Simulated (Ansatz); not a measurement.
Basis-set series for C$_{4}$H$_{4}$F$_{8}$O$_{2}$Si, SMILES `FC(F)(F)CO[Si](F)(F)OCC(F)(F)F`. The species carries charge 0 and has multiplicity 1. The geometry is a stationary point of PBE0-D4/def2-TZVP. It is one conformer, not always the lowest.

```
functional       basis  functions  energy (Eh)  HOMO (eV)  LUMO (eV)
   PBE0-D4    def2-SVP        234  -1391.62695      -9.54       0.99
   PBE0-D4  def2-TZVPP        532  -1393.07800      -9.64       0.56
   ωB97M-V    def2-SVP        234  -1392.52049     -11.93       2.89
   ωB97M-V  def2-TZVPP        532  -1393.99744     -12.06       2.26
```

Problem. Give the rows for def2-QZVPP. (An estimate is asked.)

Solution. Ansatz gave: 
| functional | basis | functions | energy (Eh) | HOMO (eV) | LUMO (eV) |
| --- | --- | --- | --- | --- | --- |
| PBE0-D4 | def2-QZVPP | 988 | -1393.14572 | -9.68 | 0.24 |
| ωB97M-V | def2-QZVPP | 988 | -1394.06065 | -12.11 | 1.56 |

Positive LUMOs are unbound and depend on the basis.
